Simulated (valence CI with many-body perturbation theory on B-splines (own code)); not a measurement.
Results of a calculation; reference values are marked as such.
# Level structure of Mn XX

Level of theory: valence CI with perturbative core correlation (CI+MBPT): four valence electrons over a frozen Dirac-Fock core [He], a basis of 11 s, 11 p, 10 d, 8 f, 5 g, 2 h functions for each j, with the one-electron correlation potential Σ1, the two-electron term Σ2, the three-electron term Σ3, Breit, model QED; selected CI, second order for the rest, scaled by the run's own slope (own B-spline code, finite nucleus).

No measured spectrum was set against this ion. As an estimate, levels of excited configurations hold to 0.05 to 0.15 % of their energy, terms of the ground configuration to about 0.5 %. Among the levels kept, up to 1000 cm⁻¹ of a level comes from second order outside the variational space, and about a tenth of that is noise between levels of different J, which matters for small intervals.

Levels 136 to 180 of 193, with energies above the lowest level, 2s2 2p2 3P_0. "Leading %" is the weight of the configuration and term that name the level; weights of strongly mixed levels are sums over their largest components and can fall short.

```
No.  Configuration  Term  J  E (Ry)  Leading %    Second component      g
136      2s 2p2 3d    3P  1  74.285         83    8 % 2s 2p2 3d 3S  1.516
137      2s 2p2 3d    1G  4  74.298         84   11 % 2s 2p2 3d 3F  1.033
138      2s 2p2 3d    3P  2  74.317         69   24 % 2s 2p2 3d 1D  1.355
139      2s 2p2 3d    3S  1  74.431         51   28 % 2s 2p2 3d 1P  1.593
140      2s 2p2 3d    1D  2  74.571         61   28 % 2s 2p2 3d 3P  1.131
141      2s 2p2 3d    1P  1  74.609         48   34 % 2s 2p2 3d 3S  1.299
142      2s 2p2 3p   1D°  2  74.611         82  11 % 2s 2p2 3p 3P°  1.084
143         2p3 3s   5S°  2  74.780         90                      1.943
144      2s 2p2 3d    3F  2  74.905         58   14 % 2s 2p2 3d 1D  0.836
145      2s 2p2 3d    1S  0  74.938         91    5 % 2s 2p2 3d 3P       
146      2s 2p2 3d    3D  3  74.968         44   42 % 2s 2p2 3d 3F  1.192
147      2s 2p2 3d    3D  1  74.991         61   22 % 2s 2p2 3d 1P  0.735
148      2s 2p2 3p   1P°  1  75.002         84      6 % 2p3 3s 3S°  1.080
149      2s 2p2 3d    3D  2  75.133         67   19 % 2s 2p2 3d 3P  1.205
150         2p3 3s   3S°  1  75.631         62  16 % 2s 2p2 3p 3S°  1.796
151      2s 2p2 3d    3F  4  75.753         91                      1.238
152      2s 2p2 3d    3D  3  75.768         57   38 % 2s 2p2 3d 3F  1.227
153      2s 2p2 3d    1P  1  75.863         58   30 % 2s 2p2 3d 3D  0.894
154      2s 2p2 3d    3D  2  75.894         47   28 % 2s 2p2 3d 3F  0.990
155      2s 2p2 3d    3D  3  75.966         81   10 % 2s 2p2 3d 3F  1.298
156      2s 2p2 3d    3D  1  76.028         88    8 % 2s 2p2 3d 1P  0.555
157      2s 2p2 3d    1D  2  76.077         57   14 % 2s 2p2 3d 3P  1.102
158      2s 2p2 3d    3P  2  76.119         51   32 % 2s 2p2 3d 3D  1.347
159         2p3 3s   3D°  2  76.220         79     10 % 2p3 3s 3P°  1.210
160         2p3 3s   3D°  1  76.221         79     10 % 2p3 3s 3S°  0.716
161      2s 2p2 3d    3P  0  76.249         94    5 % 2s 2p2 3d 1S       
162      2s 2p2 3d    3P  1  76.259         67   16 % 2s 2p2 3d 1P  1.529
163         2p3 3p    5P  1  76.340         78   12 % 2s 2p2 3d 3P  2.276
164         2p3 3p    5P  2  76.378         79      10 % 2p3 3p 3P  1.744
165      2s 2p2 3d    1F  3  76.391         87    5 % 2s 2p2 3d 3D  1.019
166         2p3 3s   3D°  3  76.393         95                      1.331
167         2p3 3p    5P  3  76.541         92       4 % 2p3 3p 3D  1.640
168         2p3 3s   1D°  2  76.663         81      9 % 2p3 3s 3D°  1.035
169      2s 2p2 3d    1D  2  76.819         75       8 % 2p3 3p 3P  1.092
170         2p3 3p    3P  1  76.857         80       6 % 2p3 3p 1P  1.459
171         2p3 3p    3P  2  76.995         71   10 % 2s 2p2 3d 1D  1.446
172         2p3 3p    3P  0  77.053         98                           
173         2p3 3p    3D  1  77.502         50      27 % 2p3 3p 1P  0.854
174         2p3 3s   3P°  0  77.612         94                           
175         2p3 3p    3F  2  77.665         48      42 % 2p3 3p 3D  0.936
176         2p3 3s   3P°  1  77.691         80     12 % 2p3 3s 1P°  1.422
177         2p3 3p    3F  3  77.825         57      37 % 2p3 3p 3D  1.180
178         2p3 3p    3D  2  77.833         55      33 % 2p3 3p 3F  1.000
179         2p3 3p    3D  3  77.956         41      35 % 2p3 3p 1F  1.167
180         2p3 3p    1P  1  77.960         56      38 % 2p3 3p 3D  0.843
```

Names give the largest LS component (configuration and term), which can be under half, so a name can repeat, a term be missing and a line seem to break the LS rules; names also repeat where a configuration has a term twice.

Where two levels of one J and parity lie close, their mixing, g and order are uncertain.
